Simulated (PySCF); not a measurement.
Isomers C$_{5}$H$_{12}$O$_{2}$Si$_{2}$:

A. SMILES CC(C)O[Si@H](O)C#C[SiH3]
B. `InChI=1S/C5H12O2Si2/c6-2-1-4-5(3-7)9-8-4/h6-7H,1-3,8-9H2`
C. SMILES C=C[Si@@H](OC)C(=C)O[SiH3]

Spectrum 1. ¹³C{¹H} NMR (computed): δ 168.2 (C), 145.0 (CH2), 142.4 (CH), 106.7 (CH2), 53.3 (CH3).

Spectrum 2. ¹³C{¹H} NMR (computed): δ 124.1 (C), 106.4 (C), 66.7 (CH), 27.7 (CH3), 26.9 (CH3).

Spectrum 3. ¹³C{¹H} NMR (computed): δ 183.2 (C), 174.3 (C), 62.9 (CH2), 62.1 (CH2), 41.2 (CH2).

Level of theory: σ from GIAO-PBE0/pcSseg-1, geometry from GFN2-xTB, in PySCF 2.14.0 with density-fitted response routines (in vacuum, single conformer, averaged over atoms made equivalent by symmetry, fast rotation or ring inversion, non-relativistic Hamiltonian).

Chemical shifts δ = σref − σ; TMS for ¹³C, all at this level. Shifts are as computed. Against solution values, carbons near 30 ppm lie about +3 ppm off and those near 130 ppm about +5 ppm. Of 1211 compounds with measured shifts, 218 miss one by over three times the rms of a fit or turn the order of signals round; such compounds aren't used in these exercises.

Task: Which spectrum belongs to which compound?

Result: 1–C, 2–A, 3–B.

- Spectrum 1 (C): 5 ¹³C signals; δC 168.2 is an alkene carbon bearing oxygen; δC 145.0 is a terminal =CH2 carbon.
- Spectrum 2 (A): 5 ¹³C signals; δC 66.7 is an sp3 CH bonded to O; δC 27.7 is a methyl carbon.
- Spectrum 3 (B): 5 ¹³C signals; δC 62.9 is an allylic sp3 CH2 bonded to O; δC 62.1 is an sp3 CH2 bonded to O.
